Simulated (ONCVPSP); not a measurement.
An all-electron radial function and its pseudo partner (Tc)

Columns: radius, all-electron u(r) and pseudo u(r) of the 4s shell (level -73.38 eV) of technetium in the configuration [Ar] 3d10 4s2 4p6 4d5 5s2; PBE, scalar-relativistic, ONCV scheme, ONCVPSP 4.0.1.

```tsv
r (bohr)	all-electron	pseudo
0.090	0.3844	0.1092
0.180	-0.0429	0.2223
0.270	-0.5573	0.3420
0.360	-0.5579	0.4679
0.450	-0.2208	0.5966
0.540	0.2111	0.7219
0.630	0.5955	0.8356
0.720	0.8765	0.9296
0.810	1.0476	0.9964
0.900	1.1242	1.0318
0.990	1.1279	1.0343
1.080	1.0813	1.0059
1.170	1.0035	0.9515
1.260	0.9089	0.8779
1.350	0.8082	0.7922
1.440	0.7085	0.7016
1.530	0.6140	0.6117
1.620	0.5274	0.5268
1.710	0.4495	0.4494
1.800	0.3809	0.3809
1.890	0.3211	0.3211
1.980	0.2696	0.2696
2.070	0.2256	0.2255
2.160	0.1882	0.1881
2.250	0.1566	0.1565
2.340	0.1300	0.1300
```

How many radial nodes do the two functions have?

The all-electron 4s function has n − l − 1 = 3 (the table is too coarse to show those close to the nucleus); the pseudo-wave has 0, since the states of the same l below it are removed with the core.

At about which radius was the pseudo-wave matched?

1.80 bohr, where the columns begin to agree (steps of 0.09 bohr).

Where does each function peak?

Outermost all-electron maximum near 0.99 bohr, pseudo maximum near 0.99 bohr (to the table’s step).

Is the pseudo-wave norm-conserving?

Yes: the ONCV scheme keeps the norm inside the radius equal to the all-electron one, which fixes the energy derivative of the logarithmic derivative at the level.
